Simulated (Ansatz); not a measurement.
Basis-set extrapolation for CH5AlClFSi, SMILES `C[SiH2][Al]([F])[Cl]` (PBE0-D4/def2-TZVP geometry, frozen core, the Gaussian-basis code of Ansatz). Multiplicity 1, RHF reference.

```tsv
	def2-TZVPP	def2-QZVPP
HF	-1130.828012	-1130.863681
MP2 correlation	-0.811569	-0.882531
CCSD(T) correlation	-0.895795	not run
```

Energies in hartree. Use E(X) = E(∞) + A·exp(−7.88·√X) for Hartree–Fock and E(X) = E(∞) + B·X^(−2.97) for correlation, with X = 3 and 4, and add CCSD(T) minus MP2 of the smaller set to the MP2 limit.

**Question.** What is the CCSD(T) energy at the basis-set limit?

**Answer.** HF limit: -1130.863681 + (-0.035669) × 0.13774 = -1130.86859. MP2 limit: -0.882531 + (-0.070962) × 0.74074 = -0.93510. Higher-order term: -0.895795 − (-0.811569) = -0.08423. Total: -1131.88792 hartree, 430.9 kJ/mol below CCSD(T)/def2-TZVPP.
